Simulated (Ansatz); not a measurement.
`C[NH][Ga]([F])[Cl]` + NH₃ → `C[NH][Ga]([NH2])[Cl]` + H–F at 298.15 K and 1 bar (ligand exchange at a Ga–F bond).

Gas-phase electronic energies from Ansatz, PBE0-D4/def2-TZVP geometries. CCSD(T)/CBS is the MP2 limit (def2-TZVPP, def2-QZVPP) plus CCSD(T) − MP2 in def2-TZVPP, frozen cores. This one scheme is used for every species. For Ga outer-core shells are correlated without core-valence functions, which leaves a few kJ/mol of doubt a bond. Scalar relativity is left out up to krypton. Each species was taken in one conformer, which may not be the lowest.

```json
{"species": "`C[NH][Ga]([F])[Cl]`", "CCSD(T)/CBS energy (Eh)": "-2578.78710", "H − E (kJ/mol)": "173.6", "S (J/(mol·K))": "368.3"}
{"species": "NH₃", "CCSD(T)/CBS energy (Eh)": "-56.50880", "H − E (kJ/mol)": "100.5", "S (J/(mol·K))": "192.4"}
{"species": "`C[NH][Ga]([NH2])[Cl]`", "CCSD(T)/CBS energy (Eh)": "-2534.88493", "H − E (kJ/mol)": "236.8", "S (J/(mol·K))": "387.6"}
{"species": "H–F", "CCSD(T)/CBS energy (Eh)": "-100.39570", "H − E (kJ/mol)": "33.5", "S (J/(mol·K))": "173.6"}
```

H − E and S are ideal-gas, rigid-rotor, harmonic terms from PBE0-D4/def2-TZVP, for one conformer and one mirror image of each species. 1 Eh = 2625.50 kJ/mol, R = 8.31446 J/(mol·K).

Task: By hand: ΔE, ΔH, ΔS and ΔG.

Result: ΔE = (-2534.88493) + (-100.39570) − (-2578.78710) − (-56.50880) = 0.01527 Eh = 40.1 kJ/mol. Δ(H − E) = 236.8 + 33.5 − 173.6 − 100.5 = -3.8, so ΔH = 36.3 kJ/mol. ΔS = 387.6 + 173.6 − 368.3 − 192.4 = 0.5 J/(mol·K). ΔG = 36.3 − 298.15 × (0.5)/1000 = 36.2 kJ/mol.

Task: By hand: the equilibrium constant, and the temperature at which ΔG would vanish if ΔH and ΔS stayed fixed.

Result: log₁₀ K = −ΔG/(RT ln 10) = -6.3. ΔG = 0 at ΔH/ΔS = 72600 K, far beyond where these terms or the molecules hold.

The number of gas molecules stays the same, so ΔS is small and ΔH decides. A doubt of 5 kJ/mol in ΔE shifts log₁₀ K by 0.9 here. Other conformers and mirror images would add mixing entropy, several J/(mol·K) or more a flexible species. These are equilibria of isolated gas molecules and say nothing of rates. Largest T1 diagnostic: 0.013 (customary marks: 0.02 for closed shells, 0.045 for open ones).
